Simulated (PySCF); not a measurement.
Compound: C8H10N2.
SMILES with atom numbers: `[N:1]#[C:2][C@H:3]1[CH2:4][CH2:5][C@H:6]([C:7]#[N:8])[CH2:9][CH2:10]1` (hydrogens: H11 on C3; H12, H13 on C4; H14, H15 on C5; H16 on C6; H17, H18 on C9; H19, H20 on C10)

Cartesian coordinates in Å at the PBE0-D3(BJ)/def2-SVP level; atoms count from 1:
```
atom  x, y, z in Å
N1     3.190    1.114    0.310
C2     2.353    0.515   -0.220
C3     1.262   -0.228   -0.855
C4     0.722   -1.307    0.098
C5     0.010   -0.695    1.297
C6    -1.113    0.262    0.863
C7    -2.204   -0.482    0.228
N8    -3.041   -1.081   -0.303
C9    -0.573    1.341   -0.090
C10    0.139    0.728   -1.289
H11    1.688   -0.715   -1.748
H12    1.540   -1.961    0.433
H13    0.020   -1.938   -0.472
H14    0.728   -0.117    1.903
H15   -0.394   -1.485    1.946
H16   -1.539    0.748    1.756
H17    0.129    1.972    0.480
H18   -1.391    1.995   -0.425
H19   -0.579    0.151   -1.896
H20    0.543    1.519   -1.938
```

Method used: TDDFT wB97X-D/def2-SVPD, vertical, gas phase, core orbitals frozen in the response in PySCF.

Ground-to-excited transition dipoles (e·a0, same axes as the geometry; the sign carries no meaning), for the states with f of 0.002 or more among the lowest 10:

```
state  E (hartree)      μx      μy      μz
   S3       0.2954   0.118  -0.061  -0.143
   S4       0.2955   0.033  -0.103   0.065
   S9       0.3377  -0.261   0.000   0.118
  S10       0.3390  -0.125   0.386  -0.278
```

(1) What oscillator strength does each state have?

(2) The point group is C2h. Which irreducible representation does each state belong to?

(3) What angle do the transition dipoles of S9 and S10 make?

(4) How is the summed strength of these states shared among x, y and z?

(5) What peak molar absorption coefficient would the strongest computed level give as a lone Gaussian band 0.3 eV wide at half height?

Results:

(1) f = (2/3) ΔE |μ|² with ΔE in hartree (27.2114 eV).

```tsv
state	|μ|² (au)	|μ| (D)	f
S3	0.038	0.50	0.008
S4	0.016	0.32	0.003
S9	0.082	0.73	0.018
S10	0.242	1.25	0.055
```

(2) Polarised along the twofold axis, so Au: S4 and S10. Polarised across the twofold axis, so Bu: S3 and S9.

(3) |cos θ| = |μa·μb| / (|μa| |μb|) = 0.00, so θ ≈ 90° (taken between 0 and 90°, since the signs are arbitrary).

(4) (2/3) Σ ΔE μα² gives 0.022 for x, 0.036 for y and 0.025 for z, 0.084 in all.

(5) ε(max) = 2.175×10⁸ f / FWHM, with the width in cm⁻¹. S10: 2.175×10⁸ × 0.0546 / 2420 ≈ 4900 L mol⁻¹ cm⁻¹.

All these states lie below the vertical ionisation energy of 11.29 eV (ΔSCF).

The run took 5.9 min wall on one thread, Arm Neoverse V2, no GPU, shared host.

One conformer stands for the species.
